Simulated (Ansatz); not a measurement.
Start from `NB[SiH2]Cl` and change one atom or group to get `B[SiH](Cl)BN`.

Ansatz, PBE0-D4/def2-TZVP geometries, multiplicity 1. Each molecule was computed in one conformer, which needn't be the lowest.

| property | `NB[SiH2]Cl` |
| --- | --- |
| LUMO energy (PBE0/def2-TZVPP) / eV | -1.03 |
| HOMO–LUMO gap (PBE0/def2-TZVPP) / eV | 6.80 |
| size of the dipole moment (ωB97M-V/def2-TZVPP) / D | 3.59 |
| zero-point energy (PBE0-D4/def2-TZVP) / kJ/mol | 155.8 |
| HOMO energy (B3LYP/def2-TZVPP) / eV | -7.64 |
| LUMO energy (PBE/def2-TZVPP) / eV | -1.95 |

**Question.** Give the same properties after the change, and the shifts. (An estimate is asked.)

**Answer.** Computed: 
| property | `B[SiH](Cl)BN` | shift |
| --- | --- | --- |
| LUMO energy (PBE0/def2-TZVPP) / eV | -2.46 | -1.43 |
| HOMO–LUMO gap (PBE0/def2-TZVPP) / eV | 5.13 | -1.67 |
| size of the dipole moment (ωB97M-V/def2-TZVPP) / D | 2.10 | -1.49 |
| zero-point energy (PBE0-D4/def2-TZVP) / kJ/mol | 187.4 | 31.6 |
| HOMO energy (B3LYP/def2-TZVPP) / eV | -7.39 | 0.25 |
| LUMO energy (PBE/def2-TZVPP) / eV | -3.40 | -1.45 |

With PBE0 the HOMO rises by 0.25 eV and the LUMO falls by 1.43 eV, so the gap narrows by about 1.68 eV. PBE moves the HOMO by 0.16 eV and ωB97M-V by 0.29 eV. The zero-point energy changes by 31.6 kJ/mol with +6 modes. Dipoles are sizes alone; their direction can turn.

B3LYP here is the variant with VWN-RPA as its local correlation; programs differ in this.
